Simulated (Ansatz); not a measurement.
The same atomization along the group Si, Ge, Sn.

Gas-phase electronic energies from Ansatz, PBE0-D4/def2-TZVP geometries. CCSD(T)/CBS adds triple-zeta CCSD(T) − MP2 to the extrapolated MP2 energy (def2 sets, frozen cores). This one scheme is used for every species, atoms too. Open shells (•) are unrestricted, without spin–orbit coupling. Spin–orbit coupling would lower the free atoms: a little for Si; clearly for Ge; strongly for Sn. Elements past krypton have def2 core potentials. Bonds to Ge, Sn are less sure, by a few kJ/mol each and by 10 to 20 or more in all where they break to atoms, as the def2 sets lack core-valence functions. Scalar relativity is left out up to krypton. One conformer a species, not always the lowest.

Task: Order these by ΔE at CCSD(T)/CBS, lowest first. (An estimate is asked.)
A. `[NH2][Ge]([NH2])([NH2])[NH2]` → 8 H• + 4 N• + Ge•
B. `N[Si](N)(N)N` → 8 H• + 4 N• + Si•
C. `[NH2][Sn]([NH2])([NH2])[NH2]` → 8 H• + 4 N• + Sn•

Result: C (+4206.1 kJ/mol), A (+4388.1 kJ/mol), B (+4680.0 kJ/mol).

Largest T1 diagnostic: 0.012, for `[NH2][Sn]([NH2])([NH2])[NH2]`.

For atomizations the MP2-based limit and the directly extrapolated one differ by several kJ/mol either way, and by 10 to 25 for some Ge, Se and Sn compounds, so smaller differences from it don't rank the levels.
